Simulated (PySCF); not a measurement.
Compound: C7H7ClN (doublet state).
Cartesian coordinates in Å at the GFN2-xTB level; atoms count from 1:
```xyz
16
C7H7ClN angstrom
N      4.2884   -0.9439   -0.7653
C      3.5406   -0.1749   -0.3715
C      2.5761    0.7744    0.1360
C      1.3182    0.0602    0.5168
C      0.1111    0.3192   -0.0396
C     -1.0734   -0.3481    0.3076
C     -2.3135   -0.0431   -0.2576
C     -3.4658   -0.6761    0.0833
Cl    -4.9688   -0.2780   -0.6175
H      3.0236    1.2649    1.0090
H      2.3846    1.5279   -0.6329
H      1.4155   -0.7108    1.2677
H      0.0377    1.0953   -0.7922
H     -1.0222   -1.1321    1.0495
H     -2.3539    0.7413   -1.0018
H     -3.5060   -1.4673    0.8151
```

The hyperfine couplings belong to this conformer and change with its torsions.

Identity: `N#CC/C=C/C=C/[CH]Cl` [radical].

Level of theory: UKS B3LYP, pcH-1 on C Cl H N, non-relativistic, mean-field spin-orbit, GIAO in PySCF. The structure is a single GFN2-xTB conformer in the gas phase; no vibrational or solvent corrections. A GFN2-xTB geometry isn't a minimum of the functional, and hyperfine couplings can be far from their values at a DFT geometry. No stability test was run, so a lower SCF solution isn't excluded. ⟨S²⟩ is 0.790 where a pure state has 0.75.

Largest spin populations (Mulliken): C6 (+0.51), C8 (+0.46), C4 (+0.45) and C7 (-0.22). Three atoms exceed +0.15. The positive populations add up to 1.52 and the negative ones to -0.52, together 2S = 1. The angles at C6 add up to 360.0°, so it is planar.

**Question.** Test a(H) = Q·ρ(C) for the protons on planar carbons with a spin population beyond ±0.08.

**Answer.** 
```
  H   C    ρ(C)  a(H) (G)  a/ρ (G)
H12  C4  +0.454    -10.01    -22.0
H13  C5  -0.212     +3.59    -16.9
H14  C6  +0.508    -11.03    -21.7
H15  C7  -0.217     +3.92    -18.0
H16  C8  +0.461    -11.34    -24.6
```

A least-squares line through the origin gives Q = -22.1 G with Mulliken populations. In every row coupling and population have opposite signs. Where ρ is negative the coupling is positive.

**Question.** Leave H12 and its like out of the fit. How well does the relation then predict its coupling?

**Answer.** The other protons give Q = -22.1 G, so a = -22.1 × 0.454 = -10.03 G, against the computed -10.01 G.

**Question.** List the C–H protons on four-coordinate carbons next to a three-coordinate spin centre, with their couplings and θ (C–H bond against the normal to the plane of the centre's neighbours, projected along the bond that joins the two).

**Answer.** 
```csv
β H,on,centre,θ (°),cos²θ,a (G)
H10,C3,C4,31,0.73,+16.29
H11,C3,C4,90,0.00,+0.48
```

Couplings in gauss use g_iso = 2.0044.

The run took 95 s of wall time (grids of density and orbitals included) on one thread of an Arm Neoverse V2, no GPU, shared host with 96 logical CPUs at a one-minute load of 48, and the process peaked at 1.1 GiB of memory.
